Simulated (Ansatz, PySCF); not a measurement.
Sn(H)(Cl)2(OMe) (CH4Cl2OSn), SMILES C[O][SnH]([Cl])[Cl]. Atoms are numbered in the order given.

```xyz
9

Sn     0.0267    -0.1358     0.6112
Cl     0.2659     2.1506     0.0945
Cl     0.8897    -1.3308    -1.2270
O     -1.9045    -0.5233     0.7223
C     -2.7633    -0.2597    -0.3723
H      0.7685    -0.5617     2.0828
H     -2.4860    -0.8411    -1.2712
H     -3.7839    -0.5523    -0.0765
H     -2.7783     0.8121    -0.6439
```
Charge 0, spin multiplicity 1.

Geometry: B3LYP-D3(BJ)/def2-SVP. The structure was generated by enumeration; whether it is a known compound was not checked. The def2 effective core potentials stand for the cores of Sn; spin–orbit coupling is left out. The values are those of a single conformer.

Two levels are set side by side: PBE-D3(BJ)/def2-SVP (Ansatz, a quantum-chemistry and plane-wave program) and B3LYP-D3(BJ)/def2-SVP (Ansatz). Each level has its own optimised geometry; the coordinates shown are those of the second. Frequencies come from the Hessian of PySCF at each geometry. Differences are taken from unrounded values.

```csv
quantity,B3LYP-D3(BJ)
mean bond length (Å),1.640
bond Sn1–Cl2 (Å),2.356
bond Sn1–Cl3 (Å),2.356
bond Sn1–O4 (Å),1.973
bond O4–C5 (Å),1.416
bond Sn1–H6 (Å),1.702
bond C5–H7 (Å),1.106
bond C5–H8 (Å),1.102
bond C5–H9 (Å),1.106
highest harmonic wavenumber (cm⁻¹),3095
mean harmonic wavenumber (cm⁻¹),1057
zero-point energy (kcal/mol),31.73
```

**Question.** What does PBE-D3(BJ) give, and how far is it from B3LYP-D3(BJ)? (Estimate from the structure and the level; the computed values follow.)

**Answer.** 
| quantity | PBE-D3(BJ) | PBE-D3(BJ) minus B3LYP-D3(BJ) |
|---|---|---|
| mean bond length (Å) | 1.649 | 0.010 |
| bond Sn1–Cl2 (Å) | 2.364 | 0.007 |
| bond Sn1–Cl3 (Å) | 2.364 | 0.007 |
| bond Sn1–O4 (Å) | 1.992 | 0.019 |
| bond O4–C5 (Å) | 1.421 | 0.005 |
| bond Sn1–H6 (Å) | 1.715 | 0.013 |
| bond C5–H7 (Å) | 1.114 | 0.009 |
| bond C5–H8 (Å) | 1.110 | 0.008 |
| bond C5–H9 (Å) | 1.114 | 0.009 |
| highest harmonic wavenumber (cm⁻¹) | 3031 | -64 |
| mean harmonic wavenumber (cm⁻¹) | 1025 | -32 |
| zero-point energy (kcal/mol) | 30.77 | -0.95 |

Exact exchange shortens and stiffens bonds; PBE has none. Differences between two approximate levels are no errors against the true value.
